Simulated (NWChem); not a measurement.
System: C$_{2}$H$_{4}$O$_{2}$Si; SMILES C=C1O[SiH2]O1

```xyz
9

C      0.0000     0.0000    -2.1851
C      0.0000     0.0000    -0.8461
O      0.0000     1.1049     0.0045
Si     0.0000     0.0000     1.3225
O      0.0000    -1.1049     0.0045
H      0.0000    -0.9534    -2.7261
H      0.0000     0.9534    -2.7261
H     -1.2402     0.0000     2.1595
H      1.2402     0.0000     2.1595
```
Atoms are numbered in this order, from 1.

All runs: NWChem. Pople sets run with spherical d functions. All runs use the structure optimised with PBE-D3(BJ)/def2-SVP. Atomic charges in e: unrestrained fits to the electrostatic potential beside Mulliken populations; buried atoms are poorly determined by the fit.

### Question
Estimate the computed values for Hartree-Fock/6-31G*. Quantities: ESP C1; Mulliken C1; ESP C2; Mulliken C2; ESP O3; Mulliken O3; ESP Si4; Mulliken Si4; ESP O5; Mulliken O5; relative RMS misfit of the potential (%).

### Answer
| Property | Result |
|---|---|
| ESP C1 | -0.76 |
| Mulliken C1 | -0.56 |
| ESP C2 | 0.68 |
| Mulliken C2 | 0.85 |
| ESP O3 | -0.59 |
| Mulliken O3 | -0.80 |
| ESP Si4 | 1.08 |
| Mulliken Si4 | 1.18 |
| ESP O5 | -0.59 |
| Mulliken O5 | -0.80 |
| relative RMS misfit of the potential (%) | 27 |
